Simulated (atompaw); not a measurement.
**LDA (PW92) PAW (atompaw) dataset for iron (Fe), scalar-relativistic all-electron reference.**

| Property | Result |
| --- | --- |
| Element | Fe |
| Generator | atompaw 4.2.0.5 |
| Type | PAW |
| Functional | LDA (PW92) |
| Relativity | scalar-relativistic |
| Frozen core | [Ne] |
| Valence charge | 16 |
| Reference configuration | 3s2 3p6 3d5 4s0 4p0 (charge +3) |
| Partial waves | 3s (bound): rc 0.95 bohr; 4s (bound, empty): rc 1.40 bohr; 3p (bound): rc 1.05 bohr; 4p (bound, empty): rc 1.40 bohr; 3d (bound): rc 1.40 bohr; 3d channel at -2.8 Ry: rc 1.40 bohr; 4f channel at -0.15 Ry: rc 1.40 bohr |
| Local potential | bessel scheme, radius 1.25 bohr |
| Core correction | smooth core density matched at 0.85 bohr |
| Augmentation charge | sinc compensation charge, radius 1.25 bohr; PAW radius 1.40 bohr; waves and projectors: custom rrkj gramschmidtortho |

All-electron outer shells of the reference configuration (LDA (PW92), scalar-relativistic, ld1.x):

```
shell  level (eV)  outermost node (bohr)  outermost maximum (bohr)
   2p     -736.24                      –                      0.18
   3s     -130.72                   0.33                      0.70
   3p      -96.91                   0.30                      0.71
   3d      -43.52                      –                      0.69
   4s      -31.33                   0.98                      2.00
   4p      -24.05                   1.05                      2.26
```

What the tests gave:

```json
{
  "Cutoffs needed": "80 Ry and 140 Ry (the cutoffs (Ry, on a coarse ladder) from which the occupation-weighted sum of valence levels, in a spherical-Bessel basis at the reference potential, stays within 10 and 1 mRy of its value at 400 Ry)",
  "Ghost test": "no extra level below or beside the all-electron valence levels (s, p, d, f tested) (spherical-Bessel basis up to 400 Ry, 20 bohr box)",
  "Lowest eigenvalue of the overlap operator": "0.07 (s channel)",
  "Overlap eigenvalues printed by atompaw (projector basis)": "0.0927, 0.202, 1.79, 4.93, 24.6, 33.4, 34.2",
  "Share of each valence orbital outside the PAW sphere": "3s 4 %, 4s 90 %, 3p 7 %, 4p 93 %, 3d 18 %"
}
```

Generation and tests took about 4 s on one core of a shared server CPU.
